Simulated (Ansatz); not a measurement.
A calculation with Ansatz (development build ahead of 0.2.0).

```yaml
crystal:
  periodic: [false, false, false]
  atoms:
    - { symbol: H, position_ang: [1.60087, 3.0e-05, -0.00049] }
    - { symbol: H, position_ang: [1.2936, 0.94027, -0.00052] }
    - { symbol: H, position_ang: [0.49535, 1.52208, 3.0e-05] }
    - { symbol: H, position_ang: [-0.49365, 1.52213, 0.00046] }
    - { symbol: H, position_ang: [-1.29479, 0.93997, -0.00079] }
    - { symbol: H, position_ang: [-1.59963, -0.0003, 0.00088] }
    - { symbol: H, position_ang: [-1.2943, -0.93957, 0.00044] }
    - { symbol: H, position_ang: [-0.49504, -1.52166, 0.00079] }
    - { symbol: H, position_ang: [0.49371, -1.52236, -0.00019] }
    - { symbol: H, position_ang: [1.29401, -0.94126, -0.00042] }
basis:
  gaussian: { orbitals: def2-SVP }
total_charge: 1
magnetization:
  spin_polarized: true
  initial_magnetization: 1
hamiltonian:
  xc: hf
output:
  forces: true
```

The input is written out in the form of the current development build from the run's settings.

The run gave:

| Property | Result |
| --- | --- |
| Converged | yes |
| Total energy | -5.03372 hartree |
| Spin squared of the determinant | 0.819 |
| Stability test | minimum |

Forces (eV/Å):
```json
{"atom": "H1", "Fx": "0.183", "Fy": "-0.963", "Fz": "0.000"}
{"atom": "H2", "Fx": "0.432", "Fy": "-1.186", "Fz": "0.000"}
{"atom": "H3", "Fx": "-2.867", "Fy": "0.964", "Fz": "0.001"}
{"atom": "H4", "Fx": "3.396", "Fy": "0.962", "Fz": "0.000"}
{"atom": "H5", "Fx": "-1.330", "Fy": "-2.328", "Fz": "0.002"}
{"atom": "H6", "Fx": "-0.193", "Fy": "0.965", "Fz": "-0.003"}
{"atom": "H7", "Fx": "-0.425", "Fy": "1.169", "Fz": "-0.001"}
{"atom": "H8", "Fx": "2.861", "Fy": "-0.962", "Fz": "-0.002"}
{"atom": "H9", "Fx": "-3.396", "Fy": "-0.965", "Fz": "0.003"}
{"atom": "H10", "Fx": "1.339", "Fy": "2.343", "Fz": "0.000"}
```

Caution: the charge can sit on one fragment and break the point group; the determinant breaks the point group.
